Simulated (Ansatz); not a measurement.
**Four-centre ligand exchange**

Start structure (GaH$_{2}$Cl$_{3}$, closed shell), relaxed at PBE0-D4/def2-TZVP:

```
6
angstrom
Ga 0.3527 0.3294 -0.6597
Cl 1.8410 -1.1758 -0.6391
Cl -1.3878 0.0775 -1.8355
Cl 0.6985 2.1697 0.3247
H -0.4871 -0.9665 1.4067
H -1.0173 -0.4344 1.4030
```

The step: GaCl₃ ([Cl][Ga]([Cl])[Cl]) + H₂ → GaHCl₂ ([Cl][GaH][Cl]) + HCl (still joined by a long Ga–Cl bond); bonds formed: Ga1–H6, Cl2–H5; bonds broken: H5–H6; bonds weakened to dative contacts: Ga1–Cl2. Program: Ansatz 0.2.0. Basis: def2-TZVPP and def2-QZVPP. Cores are frozen in the correlated methods. Filled d shells of the heavier atoms are correlated. The def2 sets are not built for correlating such inner shells, so the correlated values are less sure here. Extrapolation: Hartree–Fock as exp(−7.88 √X), correlation as X^−2.97. Energies below are by CCSD(T) at an estimated basis limit (MP2 extrapolated from triple and quadruple zeta, plus CCSD(T) − MP2 in triple zeta).

Problem. What are the electronic barrier and the energy of the step, from the start structure to the end structure? (Judge from chemistry; the value comes from the calculation.)

Solution. The calculation gives: Barrier 143.0 kJ/mol; step energy 62.5 kJ/mol (uphill); reverse barrier, their difference, 80.5 kJ/mol. Barrier and step energy count from the start structure, the reverse barrier from the end structure.

The saddle point: One imaginary mode of 1002i cm⁻¹.
```csv
pair,start (Å),saddle (Å),end (Å)
Ga1–H6,2.59,1.69,1.55
Cl2–H5,3.11,1.52,1.29
Ga1–Cl2,2.12,2.42,2.72
H5–H6,0.75,1.13,3.74
```

Zero-point energy (harmonic, PBE0-D4): ZPE is 42.2 kJ/mol at the start and 43.2 kJ/mol at the saddle, so the barrier goes from 143.0 to 144.0 kJ/mol.

The T1 diagnostic stays at or below 0.012.

Labels in which every atom is bracketed show which atoms are joined, not bond orders.

For scale, one of the runs: CCSD(T)/def2-TZVPP, 202 basis functions, launched by `ansatz run in.yaml --threads 4 --pin off --events-out ev --progress --plain --max-ram 9574MiB`. The run took 68 s on 4 CPU threads of an Arm Neoverse V1 (shared host), with 2.3 GiB of host memory at its peak.
